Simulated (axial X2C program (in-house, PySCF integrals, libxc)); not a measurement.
## Low determinants of MgBi at the PBE0 level, 2c

Computed with an axial X2C code built on PySCF integrals. Two-component (2c) means X2C with spin–orbit coupling and atomic mean-field two-electron Coulomb and Gaunt terms. Basis: Bi dyall-cv3z [12s14p10d6f1g], Mg dyall-cv3z [9s8p6d3f] (cores contracted in-house); Gaussian nuclei, density fitting, unrestricted open shells. Masses: Bi 208.980 u, Mg 23.985 u.

Search at 2.900 Å (vertical energies from the lowest determinant):

```csv
ΔE (eV),state,electrons beyond evenly filled partner blocks,"electrons in ±ω = 1/2, 3/2, 5/2, 7/2"
0.00,Ω = 3/2,ω = 3/2,56 27 10 2
0.31,Ω = 1/2,ω = 1/2,57 26 10 2
0.75,Ω = 1/2,"2 × ω = -1/2, ω = 3/2",56 27 10 2
1.18,Ω = 5/2,"2 × ω = 1/2, ω = 3/2",56 27 10 2
1.27,Ω = 1/2,ω = 1/2,55 28 10 2
2.96,Ω = 5/2,"ω = -1/2, 2 × ω = 3/2",55 28 10 2
3.19,Ω = 7/2,"ω = 1/2, 2 × ω = 3/2",55 28 10 2
```

Lowest determinant, Ω = 3/2 (⟨Sz⟩ = 0.86, ⟨Lz⟩ = 0.64 at PBE0): Re = 2.834 Å, ωe = 180.0 cm⁻¹.

The determinant in row 2 of the search, Ω = 1/2 (⟨Sz⟩ = 0.44, ⟨Lz⟩ = 0.06 at PBE0), was followed along the bond at PBE0; measured from the minimum of the lowest determinant it gives:

Te = 0.310 eV (2504 cm⁻¹), Re = 2.982 Å, ωe = 168.6 cm⁻¹.

Question: Compare the bond of the determinant in row 2 with that of the lowest one.

Answer: At PBE0 its Re is 0.148 Å longer and its force constant, which goes as ωe², is 0.88 times that of the lowest determinant. T0 ≈ Te + Δωe/2 = 2504 + (-6) = 2498 cm⁻¹.

The search compares states at one distance, so a state with another bond length can lie lower; it is not exhaustive and yields mostly the lowest determinant of each block pattern, so other components and higher states of one pattern are missing. These are energies of single determinants, not of spin-adapted states; PBE0 term energies can be off by some tenths of an eV, and the functional has no current term. The lowest determinant need not be the ground state where others lie within half an eV.
